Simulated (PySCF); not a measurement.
Species: CH7NOSi.
Geometry (PBE0-D3(BJ)/def2-SVP, Å), atoms numbered from 1 in this order:
```
atom  x, y, z in Å
N1    -1.0512    0.9144   -0.0665
C2    -0.7055   -0.5082   -0.1104
Si3    1.1933   -0.5890   -0.0221
O4     1.6460    0.7802   -0.8522
H5    -1.0177    1.2659    0.8891
H6    -1.9978    1.0824   -0.4012
H7    -1.2271   -1.1453    0.6303
H8    -0.9838   -0.8991   -1.1041
H9     1.7358   -1.8216   -0.6648
H10    1.6573   -0.5651    1.4030
H11    0.8413    1.3339   -0.8834
```

Jobs on this species (11 atoms, 42 electrons) with PySCF (density fitting). Hardware of each: one thread of an Arm Neoverse V1 (shared host). Other jobs ran on the host; a repeat could differ by tens of per cent or more.

**Question.** Rank these jobs by wall time, shortest first.
A. PBE0/pcSseg-1; shieldings, charges and field gradients; 110 basis functions
B. PBE0/def2-SVPD; 10 singlets by full TDDFT, 4 Tamm–Dancoff triplets, polarisability, ΔSCF ions; 143 basis functions
C. delta-SCF UKS SCAN, pcX-2 on the ionised atom, pcseg-1 elsewhere, spin-free X2C; ΔSCF core ionisation, 5 holes; 137 basis functions

**Answer.** A (7.9 s), C (30 s), B (58 s).

All jobs:

| level and settings | work | basis functions | SCF cycles | wall time |
| --- | --- | --- | --- | --- |
| PBE0/pcSseg-1 | shieldings, charges and field gradients | 110 | 13 | 7.9 s |
| mPW1PW91/pcSseg-2 | shieldings | 249 | 13 | 25 s |
| PBE0-D3(BJ)/def2-SVP, grid level 1 | geometry optimisation from a GFN2-xTB start | 95 | 54 | 26 s |
| delta-SCF UKS SCAN, pcX-2 on the ionised atom, pcseg-1 elsewhere, spin-free X2C | ΔSCF core ionisation, 5 holes | 137 | 73 | 30 s |
| PBE0/def2-SVPD | 10 singlets by full TDDFT, 4 Tamm–Dancoff triplets, polarisability, ΔSCF ions | 143 | 13 | 58 s |

**Question.** What do all jobs in the table cost together?

**Answer.** About 2.4 min; the longest takes about 39 % of that, and about 7.3 times as long as the shortest.
